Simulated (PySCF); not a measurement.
Isomers of C4H8GeO.

All values: CAM-B3LYP/def2-SVPD (PySCF) at PBE0-D3(BJ)/def2-SVP geometries, gas phase, one conformer each. Core orbitals are frozen in the response; Δα² is half the sum of the squared differences of the principal polarisabilities. The calculation is non-relativistic, for germanium too.

Question: Rank by polarisability anisotropy Δα, highest first.
A. `[CH2:1]=[C:2]1[CH2:3][C@H:4]1[O:5][GeH3:6]` with C3–C4–O5–Ge6 116°
B. `[GeH3:1][O:2][C@H:3]1[CH:4]=[CH:5][CH2:6]1` with Ge1–O2–C3–C4 180°
C. `[CH2:1]=[CH:2]/[CH:3]=[CH:4]\[O:5][GeH3:6]` with C1–C2–C3–C4 180°, C3–C4–O5–Ge6 9°
D. `[CH3:1][C:2]#[C:3][GeH2:4][O:5][CH3:6]` with C3–Ge4–O5–C6 -54°

Answer: C (8.42 Å³), D (5.58 Å³), B (3.53 Å³), A (2.99 Å³).

Question: Rank by vertical ionisation energy (ΔSCF), highest first.
A. `[GeH3:1][O:2][C@H:3]1[CH:4]=[CH:5][CH2:6]1` with Ge1–O2–C3–C4 180°
B. `[GeH3:1][O:2][C@H:3]1[C@@H:4]2[CH2:5][C@H:6]12` with Ge1–O2–C3–C4 -39°
C. `[CH2:1]=[CH:2]/[CH:3]=[CH:4]\[O:5][GeH3:6]` with C1–C2–C3–C4 180°, C3–C4–O5–Ge6 9°
D. `[CH3:1][C:2]#[C:3][GeH2:4][O:5][CH3:6]` with C3–Ge4–O5–C6 -54°
E. `[CH2:1]=[C:2]1[CH2:3][C@H:4]1[O:5][GeH3:6]` with C3–C4–O5–Ge6 116°

Answer: D (9.85 eV), E (9.59 eV), A (9.44 eV), B (9.31 eV), C (7.96 eV).

Question: Rank by HOMO energy, lowest first.
A. `[CH3:1][C:2]#[C:3][GeH2:4][O:5][CH3:6]` with C3–Ge4–O5–C6 -54°
B. `[CH2:1]=[CH:2]/[CH:3]=[CH:4]\[O:5][GeH3:6]` with C1–C2–C3–C4 180°, C3–C4–O5–Ge6 9°
C. `[CH2:1]=[C:2]1[CH2:3][C@H:4]1[O:5][GeH3:6]` with C3–C4–O5–Ge6 116°
D. `[GeH3:1][O:2][C@H:3]1[CH:4]=[CH:5][CH2:6]1` with Ge1–O2–C3–C4 180°
E. `[GeH3:1][O:2][C@H:3]1[C@@H:4]2[CH2:5][C@H:6]12` with Ge1–O2–C3–C4 -39°

Answer: A (-9.06 eV), C (-8.86 eV), D (-8.65 eV), E (-8.53 eV), B (-7.25 eV).

All values together:

| SMILES | μ (D) | HOMO (eV) | LUMO (eV) | α (Å³) | Δα (Å³) | ΔSCF removal energy (eV) |
| --- | --- | --- | --- | --- | --- | --- |
| [GeH3][O][C@H]1C=CC1 | 1.25 | -8.65 | 0.80 | 11.75 | 3.53 | 9.44 |
| C=C/C=C\[O][GeH3] | 1.31 | -7.25 | 0.52 | 13.30 | 8.42 | 7.96 |
| C=C1C[C@H]1[O][GeH3] | 1.07 | -8.86 | 0.60 | 11.98 | 2.99 | 9.59 |
| CC#[C][GeH2][O]C | 2.40 | -9.06 | 0.77 | 12.22 | 5.58 | 9.85 |
| [GeH3][O][C@H]1[C@@H]2C[C@@H]21 | 1.77 | -8.53 | 0.80 | 11.29 | 3.37 | 9.31 |

Conformers: `[GeH3:1][O:2][C@H:3]1[CH:4]=[CH:5][CH2:6]1` with Ge1–O2–C3–C4 180°; `[CH2:1]=[CH:2]/[CH:3]=[CH:4]\[O:5][GeH3:6]` with C1–C2–C3–C4 180°, C3–C4–O5–Ge6 9°; `[CH2:1]=[C:2]1[CH2:3][C@H:4]1[O:5][GeH3:6]` with C3–C4–O5–Ge6 116°; `[CH3:1][C:2]#[C:3][GeH2:4][O:5][CH3:6]` with C3–Ge4–O5–C6 -54°; `[GeH3:1][O:2][C@H:3]1[C@@H:4]2[CH2:5][C@H:6]12` with Ge1–O2–C3–C4 -39°.

Question: By how much does the ΔSCF value exceed −ε(HOMO) over the species that have both?

Answer: By 0.71 to 0.80 eV, 0.76 eV on average, over 5 species.
